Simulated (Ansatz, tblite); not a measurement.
Forces on Ni₃H₄ at its r2SCAN-D4/def2-SVP geometry. Charge 0, multiplicity 1.

The xTB rows come from tblite. Another isomer (singlet) lies 0.59 eV lower at PBE0-D4/def2-TZVP; other spin states weren't run for this one.

GFN1-xTB (tblite), largest force 1.17 eV/Å:

```xyz
7
positions Å, forces eV/Å
Ni    0.082   -1.486   -0.104   -0.341    0.479   -0.391
Ni   -0.447    0.225   -1.314    0.852   -0.390    0.132
Ni    0.477    0.542    0.752   -0.998    0.022   -0.070
H     0.288    1.398   -0.651    0.133    0.828   -0.303
H    -0.147   -1.301   -1.711   -0.118   -0.175   -0.078
H    -0.607   -0.575    0.954    0.124   -0.650    0.970
H     0.353    1.197    2.075    0.348   -0.115   -0.260
```

GFN2-xTB (tblite), largest force 2.34 eV/Å:

```
Ni -0.136 -1.650 -0.022
Ni -0.291 0.571 -1.765
Ni -0.194 1.332 1.909
H 0.180 0.714 -0.200
H -0.080 -0.462 -0.369
H 0.204 -0.324 0.756
H 0.318 -0.180 -0.309
```

PBE-D4/def2-TZVP (Ansatz), largest force 1.78 eV/Å:

```
Ni 0.280 -1.698 0.252
Ni -0.759 0.752 -1.425
Ni 0.656 0.707 0.856
H 0.051 0.119 0.130
H 0.044 -0.088 -0.087
H -0.242 0.099 0.156
H -0.029 0.109 0.118
```
